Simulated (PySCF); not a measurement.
**HSbO: from structure and modes to constants**

Computed with wB97X/[Sb def2-TZVP with ECP28, O def2-TZVP, H def2-TZVP], scalar-relativistic core potentials, density fitting, no spin–orbit coupling, PySCF.

The singlet minimum has Cs symmetry. Masses (u): Sb 120.90382, O 15.99492, H 1.00782.

```xyz
3
charge 0 multiplicity 1, angstrom
Sb    0.1489    0.0000   -0.1424
O    -1.2223    0.0000    1.0271
H     1.4957    0.0000    0.9628
```

Harmonic wavenumbers (cm⁻¹): 712.3 (a', ×1), 902.6 (a', ×1), 1863.0 (a', ×1).

**Question.** Find the principal moments of inertia and the rotational constants. What kind of rotor is it?

**Answer.** About the centre of mass I = 2.9238, 46.168, 49.092 u Å². With B = 16.8576/I this gives 5.766, 0.3651, 0.3434 cm⁻¹. The molecule is an asymmetric top with κ = -0.99.

**Question.** What is the harmonic zero-point energy?

**Answer.** Half the sum of all 3 wavenumbers, 3478/2 = 1739 cm⁻¹, which is 20.8 kJ/mol (1 cm⁻¹ = 0.0119627 kJ/mol).

**Question.** Find the vibrational entropy and heat capacity at 298.15 K.

**Answer.** With u = 1.43878 ω/T, each mode gives S = R[u/(eᵘ−1) − ln(1−e⁻ᵘ)] and C = R u² eᵘ/(eᵘ−1)².
```tsv
ω (cm⁻¹)	u	S (J/(mol K))	C (J/(mol K))
712.3	3.437	1.22	3.37
902.6	4.355	0.58	2.08
1863.0	8.990	0.01	0.08
```
The sums over all modes are S = 1.8 and C = 5.5 J/(mol K); the softest mode gives 67 % of the entropy.

This need not be the most stable arrangement of these atoms.
